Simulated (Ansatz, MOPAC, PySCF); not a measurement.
Potential energy curve for CBe, lowest singlet found (which spin is the ground state isn't settled by this scan).

Levels of theory: RKS-PBE = restricted PBE/aug-cc-pVDZ in Ansatz (an electronic-structure program); RHF/6-31G* = restricted Hartree-Fock/6-31G*, spherical d run with PySCF; RCCSD(T) = CCSD(T) on RHF/aug-cc-pVDZ, frozen core in Ansatz; AM1, restricted, heats of formation (MOPAC); PM3, restricted, heats of formation (MOPAC).

Energies are in eV, each relative to the lowest point of its own curve between 1.44 and 2.04 Å, where full CI is lowest.

```tsv
R / Å	RKS-PBE	RHF/6-31G*	RCCSD(T)	AM1	PM3
1.35	1.636	(withheld)	1.752	1.618	0.540
1.44	0.751	0.563	0.842	2.279	0.118
1.51	0.343	0.212	(withheld)	2.837	0.000
1.57	0.137	0.058	0.179	0.000	0.001
1.64	0.020	0.000	0.038	(withheld)	0.079
1.70	0.000	0.021	0.000	0.256	0.182
1.73	0.011	0.047	0.003	(withheld)	0.239
1.78	0.056	0.106	0.037	0.440	0.337
1.87	0.196	0.235	0.145	0.663	0.501
1.95	0.363	0.351	0.270	0.870	0.625
2.04	0.577	(withheld)	(withheld)	—	0.741
```

Question: Fill in the missing entries.

Answer: 
- 1.35, RHF/6-31G*: 1.395
- 1.51, RCCSD(T): 0.409
- 1.64, AM1: 0.130
- 1.73, AM1: 0.323
- 2.04, RHF/6-31G*: 0.470
- 2.04, RCCSD(T): 0.401

Dashes: no converged value, or the column stops at the first point that the program doubted or that broke a chosen test of continuity, which isn't proof of a fault.

The scan ran from 1.24 to 5.83 Å; beyond the distances shown full CI changes its symmetry label. The restricted form behind RKS-PBE, RHF/6-31G*, AM1, PM3 keeps the bonding electrons paired and can't separate into open-shell fragments. The T1 diagnostic of CCSD on the restricted reference of RCCSD(T) exceeds 0.045 at 1.35 to 2.04 Å.
